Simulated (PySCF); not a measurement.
**Substituent effects on chemical shifts**

Parent skeleton `[SiH3:1][SiH2:2][SiH3:3]`; one hydrogen on atom 2 is replaced by X. Hydrogens on one atom are averaged.

How the numbers were obtained: shielding tensors at PBE0/pcSseg-1 (GIAO), structure optimised with PBE0-D3(BJ)/def2-SVP, in PySCF (non-relativistic Hamiltonian, one computed conformer, one averaged value for each set of equivalent atoms, no solvent model).

δ = σ(ref) − σ, references computed at the same level: ²⁹Si and ¹H against TMS.

Parent (X = H): Si1/Si3 -104.7, Si2 -117.9, H(Si1)/H(Si3) 3.63, H(Si2) 3.45 ppm. Effects are Δδ = δ(X) − δ(H), positive for deshielding.

Task: Order these by the shift of Si1/Si3, most shielded first.
A. X = COCH3
B. X = C(S)CH3
C. X = CF3
D. X = CONMe2

Result: C (-1.5 ppm), D (+0.8 ppm), A (+2.7 ppm), B (+11.0 ppm).

Task: Order these by the shift of H(Si2), most shielded first.
A. X = CF3
B. X = CH=NMe
C. X = C(S)CH3
D. X = CONMe2

Result: A (+0.70 ppm), B (+0.87 ppm), D (+1.25 ppm), C (+1.54 ppm).
